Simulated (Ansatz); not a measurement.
Mulliken charges of `B1S[SiH2][Se]1` from PBE/def2-TZVPP in Ansatz (PBE0-D4/def2-TZVP geometry).

| atom | x (Å) | y (Å) | z (Å) | charge (e) |
| --- | --- | --- | --- | --- |
| B1 | -1.278 | 0.496 | -0.470 | 0.018 |
| S2 | 0.315 | 1.192 | -0.959 | -0.163 |
| Si3 | 0.983 | -0.379 | 0.333 | 0.246 |
| Se4 | -1.156 | -1.022 | 0.756 | -0.066 |
| H5 | -2.316 | 0.925 | -0.861 | 0.042 |
| H6 | 1.715 | 0.119 | 1.522 | -0.039 |
| H7 | 1.799 | -1.400 | -0.367 | -0.039 |

Task: By hand: the dipole of these point charges (1 e Å = 4.8032 D).

Result: Σ q r = (0.009, -0.122, 0.099) e Å, of length 0.157 e Å = 0.75 D.

Task: How does the dipole of the full density compare? (Best estimate.)

Result: Computed: (0.194, -0.087, 0.079) e Å, 1.09 D; the point charges give 0.69 times that, at 56° from its direction.

Point charges leave out the atoms' own dipoles, such as those of lone pairs, and Mulliken's split depends on the basis, so the two needn't agree.
